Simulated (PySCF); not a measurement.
Isomers of C6H13PS, mass 148.048 u with the commonest isotopes. Computed with PBE0/pcSseg-1 in PySCF (dipole) on a GFN2-xTB geometry, gas phase. One conformer each, none proved a minimum here; rigid rotors.

**Question.** Order these by rotational constant B, smallest first.
A. `[CH2:1]=[CH:2][P@@:3]([CH3:4])(=[S:5])[CH:6]([CH3:7])[CH3:8]` with C1–C2–P3–C4 -127°, C2–P3–C6–C7 -68°
B. `[CH2:1]=[CH:2][P@H:3](=[S:4])[C:5]([CH3:6])([CH3:7])[CH3:8]` with C1–C2–P3–S4 13°
C. `[CH3:1][S:2][CH2:3][PH:4][CH:5]1[CH2:6][CH2:7][CH2:8]1` with C1–S2–C3–P4 64°, S2–C3–P4–C5 75°, C3–P4–C5–C6 60°, P4–C5–C6–C7 132°, C5–C6–C7–C8 -12°, C6–C7–C8–C5 12°, P4–C5–C8–C7 -134°

**Answer.** C (715.0 MHz), A (1174 MHz), B (1222 MHz).

**Question.** Order these by rotational constant A, largest first.
A. `[CH3:1][S:2][CH2:3][PH:4][CH:5]1[CH2:6][CH2:7][CH2:8]1` with C1–S2–C3–P4 64°, S2–C3–P4–C5 75°, C3–P4–C5–C6 60°, P4–C5–C6–C7 132°, C5–C6–C7–C8 -12°, C6–C7–C8–C5 12°, P4–C5–C8–C7 -134°
B. `[CH2:1]=[CH:2][P@@:3]([CH3:4])(=[S:5])[CH:6]([CH3:7])[CH3:8]` with C1–C2–P3–C4 -127°, C2–P3–C6–C7 -68°
C. `[CH2:1]=[CH:2][P@H:3](=[S:4])[C:5]([CH3:6])([CH3:7])[CH3:8]` with C1–C2–P3–S4 13°

**Answer.** A (3005 MHz), C (1789 MHz), B (1613 MHz).

**Question.** Order these by radius of gyration √(Σ m r²/M), largest first.
A. `[CH2:1]=[CH:2][P@H:3](=[S:4])[C:5]([CH3:6])([CH3:7])[CH3:8]` with C1–C2–P3–S4 13°
B. `[CH2:1]=[CH:2][P@@:3]([CH3:4])(=[S:5])[CH:6]([CH3:7])[CH3:8]` with C1–C2–P3–C4 -127°, C2–P3–C6–C7 -68°
C. `[CH3:1][S:2][CH2:3][PH:4][CH:5]1[CH2:6][CH2:7][CH2:8]1` with C1–S2–C3–P4 64°, S2–C3–P4–C5 75°, C3–P4–C5–C6 60°, P4–C5–C6–C7 132°, C5–C6–C7–C8 -12°, C6–C7–C8–C5 12°, P4–C5–C8–C7 -134°

**Answer.** C (2.346 Å), A (2.054 Å), B (2.018 Å).

| SMILES | point group | Ia (u·Å²) | Ib (u·Å²) | Ic (u·Å²) | κ | μa (D) | μb (D) | μc (D) |
| --- | --- | --- | --- | --- | --- | --- | --- | --- |
| CSCPC1CCC1 | C1 | 168.19 | 706.78 | 754.64 | -0.96 | 0.65 | 0.32 | 0.56 |
| C=C[P@@](C)(=S)C(C)C | C1 | 313.34 | 430.51 | 462.30 | -0.69 | 0.79 | 2.84 | 3.16 |
| C=C[P@H](=S)C(C)(C)C | C1 | 282.54 | 413.53 | 553.09 | -0.30 | 2.42 | 3.59 | 0.43 |
